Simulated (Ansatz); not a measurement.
Stepwise reaction of `C=C[SiH2][SiH3]` with water, as a gas-phase model of exchange steps in deposition or etching. ΔE in kJ/mol.

Calculated with Ansatz (gas phase, PBE0-D4/def2-TZVP geometries, no zero-point term in ΔE). CBS: MP2 limit from def2 TZ/QZ plus the TZ coupled-cluster correction, frozen cores. This one scheme is used for every species. Functionals use def2-TZVPP. B3LYP here is the variant with VWN-RPA as its local correlation; programs differ in this. One conformer a species, not always the lowest.

| step | reaction | PBE-D4 | B3LYP-D4 | ωB97M-V | CCSD(T)/CBS |
| --- | --- | --- | --- | --- | --- |
| 1 | `C=C[SiH2][SiH3]` + H₂O → `C=C[SiH2][SiH2]O` + H₂ | -50.7 | -58.4 | -57.3 | -55.0 |
| 2 | `C=C[SiH2][SiH2]O` + H₂O → `C=C[SiH](O)[SiH2]O` + H₂ | -57.5 | -64.9 | -64.2 | -60.9 |
| 3 | `C=C[SiH](O)[SiH2]O` + H₂O → `C=C[SiH](O)[SiH](O)O` + H₂ | -89.8 | -95.3 | -96.1 | -91.7 |

Question: By hand: ΔE of the 3 steps together at CCSD(T)/CBS.

Answer: (-55.0) + (-60.9) + (-91.7) = -207.6 kJ/mol, or -69.2 kJ/mol a step.

In ΔE each step is lower than the one before. All are downhill at CCSD(T)/CBS. PBE-D4 differs from CCSD(T)/CBS by 1.9 to 4.3 kJ/mol a step. Isolated molecules leave out the surface, adducts and barriers. Largest T1 diagnostic: 0.013.
